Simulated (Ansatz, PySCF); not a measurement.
C3H9ClOSi, SMILES [SiH2](Cl)CCCO.

Coordinates come from a ωB97X-D3(BJ)/def2-SVP optimisation. The structure was generated by enumeration, and PubChem lists no compound with its InChIKey, so it may never have been made. One conformer was computed; it need not be the lowest.

Vertical ionisation energy (IE) and electron affinity (EA) in eV. Rows of orbital energies are one-electron estimates. Where ΔSCF, EOM or ADC give a negative EA the extra electron is unbound and the value depends on the basis.

```csv
level,IE,EA
"−ε(HOMO), −ε(LUMO), CAM-B3LYP/def2-TZVP (PySCF)",9.59,-1.17
"−ε(HOMO), −ε(LUMO), PBE/def2-TZVP (PySCF)",6.49,0.67
"ΔSCF, CAM-B3LYP/def2-SVPD (Ansatz), final states of multiplicity 2 and 2",10.46,-1.42
"ΔSCF, PBE/def2-SVPD (Ansatz), final states of multiplicity 2 and 2",[?],[?]
```

Question: Some entries are withheld; supply them. (An estimate is asked for; the answer gives what the named calculation found.)

Answer: 
- ΔSCF, PBE/def2-SVPD (Ansatz, a first-principles code), final states of multiplicity 2 and 2, IE: 9.45
- ΔSCF, PBE/def2-SVPD (Ansatz), final states of multiplicity 2 and 2, EA: -0.98

Question: What vertical singlet–triplet gap does ΔSCF give with CAM-B3LYP/def2-SVPD (Ansatz) and with PBE/def2-SVPD (Ansatz)? (An estimate is asked for; the answer gives what the named calculation found.)

Answer: 7.25 and 6.05 eV (triplet above singlet where positive).
